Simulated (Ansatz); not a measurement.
Ligand exchange: GeH3(SH) + BH(CH3)(SiH3) → SiH3(GeH3) + BH(CH3)(SH)

Species: GeH3(SH), singlet; BH(CH3)(SiH3), singlet; SiH3(GeH3), singlet; BH(CH3)(SH), singlet. The partners trade SH for SiH3: Ge–SH and B–SiH3 bonds give way to Ge–SiH3 and B–SH.

Shapes, held fixed at every level: PBE0-D4/def2-TZVP. Flexible molecules stand in one conformer, not always the lowest. Programs: Ansatz 0.2.0. The zero-point and thermal change to 298 K, harmonic and unscaled (PBE0-D4/def2-TZVP), is +3.4 kJ/mol.

**Question.** Estimate ΔH(298 K) of this reaction.

**Answer.** The highest level, CCSD(T)/def2-TZVPP, gives ΔH(298 K) = -91.1 kJ/mol; the levels span -101.2 to -83.2. The column of differences is taken from that level and isn't an error. No measured value is set beside it here. Relativity is left out for Ge unless named. Correlated rows may include outer-core shells of Ge, which these sets cover unevenly. Times are processor times on shared x86 and Arm servers, and rough.

```json
{"level": "HF/def2-SVP", "kind": "Hartree–Fock", "ΔH(298 K) (kJ/mol)": "-83.2", "less CCSD(T)/def2-TZVPP": "+7.9", "CPU time (sum over the molecules)": "–"}
{"level": "PBE-D4/def2-TZVPP", "kind": "GGA", "ΔH(298 K) (kJ/mol)": "-95.1", "less CCSD(T)/def2-TZVPP": "-4.0", "CPU time (sum over the molecules)": "14 s"}
{"level": "r2SCAN0-D4/def2-TZVPP", "kind": "global hybrid", "ΔH(298 K) (kJ/mol)": "-93.3", "less CCSD(T)/def2-TZVPP": "-2.2", "CPU time (sum over the molecules)": "27 s"}
{"level": "B2PLYP/def2-TZVPP", "kind": "double hybrid", "ΔH(298 K) (kJ/mol)": "-91.2", "less CCSD(T)/def2-TZVPP": "-0.1", "CPU time (sum over the molecules)": "26 s"}
{"level": "CCSD(T)/def2-SVP", "kind": "coupled cluster or CI", "ΔH(298 K) (kJ/mol)": "-101.2", "less CCSD(T)/def2-TZVPP": "-10.1", "CPU time (sum over the molecules)": "11 s"}
{"level": "CCSD/def2-SVP", "kind": "coupled cluster or CI", "ΔH(298 K) (kJ/mol)": "-98.4", "less CCSD(T)/def2-TZVPP": "-7.3", "CPU time (sum over the molecules)": "–"}
{"level": "CCSD(T)/def2-TZVPP", "kind": "coupled cluster or CI", "ΔH(298 K) (kJ/mol)": "-91.1", "less CCSD(T)/def2-TZVPP": "0.0", "CPU time (sum over the molecules)": "3.3 min"}
```
